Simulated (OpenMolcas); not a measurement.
## Ta IV: CASPT2 settings compared

| Quantity | Value |
| --- | --- |
| Program | OpenMolcas 26.06 |
| Basis | ANO-RCC-VQZP [9s8p6d4f3g2h] |
| Scalar Hamiltonian | X2C, point nucleus |
| Active space | 2 electrons in 10 orbitals (5d 6d) |
| State averaging | 2S+1 = 3 even, 10 roots; 2S+1 = 1 even, 15 roots |
| Spin-orbit coupling | state interaction with AMFI integrals over the reference wave functions, term energies averaged over their components |

Methods on the same reference wave functions:
A. CASSCF
B. SS-CASPT2, IPEA 0.3 Eh, real shift 0.3 Eh (closed shells correlated: 4f 5s 5p)
C. SS-CASPT2, IPEA 0.75 Eh, sigma2 regulariser 0.5 Eh (closed shells correlated: 5s 5p)
D. XMS-CASPT2, IPEA 0 Eh, imaginary shift 0.3 Eh (closed shells correlated: 5s 5p)

Energies in cm⁻¹ above 5d² ³F₂.

| Level | A | B | C | D |
| --- | --- | --- | --- | --- |
| 5d² ³F₂ | 0.0 | 0.0 | 0.0 | 0.0 |
| 5d² ³F₃ | 4620 | 4920 | 4810 | 4800 |
| 5d² ³F₄ | 8970 | 9140 | 9040 | 9040 |
| 5d² ³P₀ | 13079 | 11630 | 11940 | 11660 |
| 5d² ¹D₂ [57 %] | 13547 | 11110 | 11850 | 11850 |
| 5d² ³P₁ | 15453 | 14240 | 14550 | 14240 |
| 5d² ³P₂ [62 %] | 20518 | 18670 | 19170 | 19000 |
| 5d² ¹G₄ | 20743 | 18880 | 18830 | 19040 |
| 5d² ¹S₀ | 42462 | 36420 | 36780 | 36980 |

Among B to D the level of the table that moves most is 5d² ¹D₂ [57 %], by 740 cm-1 (lowest in B, highest in C). Moves below CASPT2's spread within the term are not significant.

From A to B the spin-free energies of the other terms of 5d² shown, above ³F, scale by factors of 0.61 to 0.86.

The lowest spin-free term lies below A's lowest term by 1.215 hartree in B, 0.233 hartree in C, 0.245 hartree in D.

Term energies are means over components that CASPT2 splits; among the terms shown or strongly mixed into the levels shown the widest spread is 560 cm-1 (5d² ³F, B). Active for correlation alone: 6d; no level in the range computed is led by a configuration that fills it, so any true level of that kind is missing. Without dynamic correlation excited terms often stand tens of per cent too high (terms of higher spin than the ground term too low), and those without a measured partner can miss by more than the paired ones (holds for A). Levels of configurations outside the active space are missing.

A share in square brackets marks a mixed level and gives the weight of the term that names it, the lowest over the columns.
